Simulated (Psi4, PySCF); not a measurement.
C5H15BSi, singlet, at a GFN2-xTB geometry, atoms displaced at random by about 0.08 Å a coordinate. Base run: PySCF with HF/STO-3G, gradient.

PySCF was given this input:
```python
from pyscf import gto, scf

mol = gto.M(
    atom='''
B     0.78478909   -0.39938468    1.02434071
C     0.49561625   -1.64260389    1.71828329
H     0.32536553   -2.43747968    1.10997600
H    -0.26786076   -1.58455360    2.67908828
H     1.42386990   -2.12943852    2.45042080
C     1.86859787    0.53894165    1.35987859
H     2.80665980    0.30804483    0.77003364
H     2.47168582    0.28226585    2.63199856
H     1.80886874    1.50852752    1.54117113
Si   -0.36203218    0.24486338   -0.49311576
C     0.65542117    1.17321026   -1.75750888
C    -1.91099636    1.38079258    0.20752425
C    -1.20595168   -1.30942913   -1.29318929
H    -0.04110720    1.45002113   -2.68613072
H     1.04755254    1.99698722   -1.39033611
H     1.30344661    0.50304663   -2.31425254
H    -1.47416471    2.22138709    0.57176819
H    -2.38759212    0.78492531    0.77928215
H    -2.59887754    1.65244546   -0.77272784
H    -1.78760687   -1.75469989   -0.60642711
H    -0.39718551   -1.83834395   -1.70786702
H    -1.75501397   -0.88834589   -2.27498370
''',
    basis='sto-3g',
    verbose=3,
)

mf = scf.RHF(mol)
mf.kernel()
g = mf.nuc_grad_method()
grad = g.kernel()
```

Programs used: Psi4, PySCF; a row that names a program was run with it.

The coordinate followed is z of atom 5.

Each row names what was changed in the base input (with any setting that the change needs).

| change | dE/dx (Eh/bohr) | net force (Eh/bohr) |
|---|---|---|
| base | 0.068513 | 0.000000 |
| finite difference step (bohr) = 0.05; conv_tol = 1e-11 | 0.068473 | - |
| finite difference step (bohr) = 1e-4; conv_tol = 1e-11 | 0.068513 | - |
| density fitting = on | 0.068512 | 0.000000 |
| conv_tol = 1e-11 | 0.068513 | 0.000000 |
| finite difference step (bohr) = 0.2; conv_tol = 1e-11 | 0.067875 | - |
| finite difference step (bohr) = 1e-3; conv_tol = 1e-11 | 0.068513 | - |
| finite difference step (bohr) = 1e-5; conv_tol = 1e-11 | 0.068513 | - |
| finite difference step (bohr) = 0.01; conv_tol = 1e-11 | 0.068511 | - |
| code = psi4 | 0.068512 | 0.000000 |
| conv_tol = 1e-6 | 0.068512 | 0.000000 |
| conv_tol = 1e-4 | 0.068503 | 0.000000 |

The net force is zero for an exact gradient.
